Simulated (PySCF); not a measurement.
4,4-dimethyl-1-pentene, C7H14.
Atom-mapped SMILES: `[CH2:1]=[CH:2][CH2:3][C:4]([CH3:5])([CH3:6])[CH3:7]` (hydrogens: H8, H9 on C1; H10 on C2; H11, H12 on C3; H13, H14, H15 on C5; H16, H17, H18 on C6; H19, H20, H21 on C7)

Level: PBE0/def2-SVPD in PySCF, non-relativistic, on one gas-phase PBE0-D3(BJ)/def2-SVP geometry that isn't relaxed in the solvent. The solvent is an IEF-PCM continuum (van der Waals radii × 1.2), and excitations are vertical TDDFT with non-equilibrium linear response and a frozen core. Specific hydrogen bonds and non-electrostatic terms are outside this model.

Gas-phase singlets (H = HOMO, L = LUMO):

```tsv
state	E (eV)	λ (nm)	f	leading configuration
S1	7.005	177	0.087	H→L+1 58%
S2	7.220	172	0.303	H→L 60%
S3	7.576	164	0.005	H→L+2 88%
S4	7.677	162	0.055	H→L+3 79%
S5	7.710	161	0.002	H-1→L 75%
```

Problem. How does the list change in chloroform (ε = 4.711)?

Solution. 
| state | E (eV) | λ (nm) | f | leading configuration | change by rank (eV) |
| --- | --- | --- | --- | --- | --- |
| S1 | 6.975 | 178 | 0.402 | H→L 83% | -0.030 |
| S2 | 7.142 | 174 | 0.105 | H→L+1 74% | -0.078 |
| S3 | 7.617 | 163 | 0.001 | H-1→L 73% | +0.041 |
| S4 | 7.702 | 161 | 0.016 | H→L+3 67% | +0.025 |
| S5 | 7.743 | 160 | 0.057 | H→L+2 68% | +0.033 |

Problem. Give the list for acetone (ε = 20.49), n² = 1.85.

Solution. 
```
state  E (eV)  λ (nm)      f  leading configuration  change by rank (eV)
   S1   7.003     177  0.407                H→L 85%               -0.002
   S2   7.166     173  0.083              H→L+1 76%               -0.054
   S3   7.597     163  0.001              H-1→L 79%               +0.021
   S4   7.745     160  0.019              H→L+3 72%               +0.068
   S5   7.778     159  0.052              H→L+2 69%               +0.068
```

Problem. The ground-state energy changes by -0.072 eV from gas to acetone. By how much does the total energy of gas-phase S2 change?

Solution. E(S2) = E(S0) + excitation energy, so it changes by -0.072 − 0.217 = -0.289 eV: it is lowered more than the ground state, which is what a red shift means. This is the vertical state, with the slow part of the continuum still set for S0.

Problem. How do the frontier levels move from gas to acetone?

Solution. 
| orbital | gas (eV) | solvent (eV) | change (eV) |
| --- | --- | --- | --- |
| LUMO+2 | 1.40 | 1.53 | +0.13 |
| LUMO+1 | 0.73 | 0.87 | +0.14 |
| LUMO | 0.24 | 0.27 | +0.03 |
| HOMO | -7.34 | -7.33 | +0.01 |
| HOMO-1 | -8.93 | -8.80 | +0.13 |
| HOMO-2 | -9.07 | -8.92 | +0.15 |
| HOMO-3 | -9.31 | -9.18 | +0.13 |

The HOMO–LUMO gap goes from 7.58 to 7.59 eV. Rows go by rank; for LUMO+2 the atom shares or the degeneracy differ between the runs, so the row needn't follow one orbital.

Conformer computed: `[CH2:1]=[CH:2][CH2:3][C:4]([CH3:5])([CH3:6])[CH3:7]`: C1–C2–C3–C4 116°, C2–C3–C4–C5 179°.
